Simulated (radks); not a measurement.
Values are calculated unless marked as measured or tabulated.
Q: Radial electron density D(r) = 4 pi r^2 rho(r) of an atom or ion with 40 electrons. Level of theory: scalar-relativistic Kohn-Sham, PW91, spin-polarised, spherical densities, point nucleus (a radial shooting solver on a logarithmic mesh with Libxc functionals).

r (bohr)  D(r) (e/bohr)  spin D(r)
0.005855          13.94  0.0000280
0.007999          21.34   0.000340
0.01093           30.69    0.00140
0.01481           40.39    0.00442
0.02023           48.10     0.0127
0.02764           50.21     0.0324
0.03746           46.38     0.0719
0.05118           42.23      0.138
0.06992           46.72      0.212
0.09476           58.05      0.231
0.1295            60.23      0.164
0.1769            45.81      0.182
0.2397            37.15      0.524
0.3275            44.31      0.827
0.4474            40.72      0.342
0.6063            21.42     0.0296
0.8283            9.877       1.47
1.132             8.211       3.20
1.534             5.250       2.75
2.095             2.330       1.20
2.862             1.287      0.348
3.879            0.7243      0.263
5.3              0.4575      0.368
7.24             0.2885      0.283
9.812           0.09562     0.0955
13.4            0.01504     0.0150
18.31         0.0008965   0.000896

What is the nuclear charge?

A: Z = 40. The innermost maximum, from 1s, lies near gamma/Z bohr with gamma = sqrt(1 - (Z/c)^2) = 0.956, here 0.0239 bohr (found: 0.0259), and its height grows with Z. The density is that of neutral zirconium in [Ar] 3d10 4s2 4p4 4d2 5s2 5d2; the configuration itself is not fixed sharply by these data, and Z only to a few units. D(r) has 3 maxima, at r = 0.0259, 0.116, 0.366 bohr, and minima at 0.0528, 0.236 bohr, inside which lie 2.04, 11.10 electrons.
